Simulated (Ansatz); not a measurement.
Total energies of C₃H₄O₃Zn, SMILES `[OH][Zn-]1[O]C=CC=[O+]1`.

```json
{"atom": "O1", "x (Å)": "0.077", "y (Å)": "-3.346", "z (Å)": "-0.552"}
{"atom": "Zn2", "x (Å)": "0.045", "y (Å)": "-1.575", "z (Å)": "-0.270"}
{"atom": "O3", "x (Å)": "-0.906", "y (Å)": "-0.424", "z (Å)": "0.989"}
{"atom": "C4", "x (Å)": "-0.763", "y (Å)": "0.830", "z (Å)": "0.997"}
{"atom": "C5", "x (Å)": "0.049", "y (Å)": "1.597", "z (Å)": "0.166"}
{"atom": "C6", "x (Å)": "0.856", "y (Å)": "1.073", "z (Å)": "-0.840"}
{"atom": "O7", "x (Å)": "0.992", "y (Å)": "-0.140", "z (Å)": "-1.164"}
{"atom": "H8", "x (Å)": "-0.499", "y (Å)": "-3.836", "z (Å)": "0.038"}
{"atom": "H9", "x (Å)": "-1.352", "y (Å)": "1.367", "z (Å)": "1.752"}
{"atom": "H10", "x (Å)": "0.052", "y (Å)": "2.669", "z (Å)": "0.310"}
{"atom": "H11", "x (Å)": "1.450", "y (Å)": "1.785", "z (Å)": "-1.427"}
```

Charge 0, multiplicity 1. For Zn the d shell is correlated and the shells below it are frozen. Scalar relativity is left out up to krypton. The structure was optimised at the PBE0-D4/def2-TZVP level. It is one conformer, not always the lowest. Basis def2-TZVPP, Ansatz.

RPA on PBE orbitals: Hartree–Fock energy of these orbitals -2118.40194 Eh, correlation -2.44089 Eh (frozen core).

```csv
functional,energy without D4 (Eh),D4 term (kJ/mol)
LDA (SPW92),-2116.43445,–
PBE,-2121.33869,-25.4
revPBE,-2121.75958,-80.0
BLYP,-2121.99903,-56.3
r2SCAN,-2121.80073,-6.4
B97M-V,-2121.56679,–
PBE0,-2121.35647,-21.5
B3LYP,-2122.03922,-41.0
r2SCANh,-2121.76240,-6.7
r2SCAN0,-2121.70780,-7.4
HSE06 (plane-wave form),-2121.33883,-20.0
BHLYP,-2121.76030,-30.6
CAM-B3LYP,-2121.96719,-21.7
LC-ωPBE,-2121.53466,–
ωB97X-V,-2121.70567,–
ωB97M-V,-2121.78269,–
B2PLYP,-2121.46603,–
PBE-QIDH,-2121.05944,–
```

B3LYP takes the VWN-RPA correlation (the form of Gaussian; ORCA's B3LYP/G). HSE06 is the plane-wave form, built on full-range PBE exchange. The double hybrids freeze the cores in their second-order part.

LC-ωPBE has ω = 0.4 bohr⁻¹.
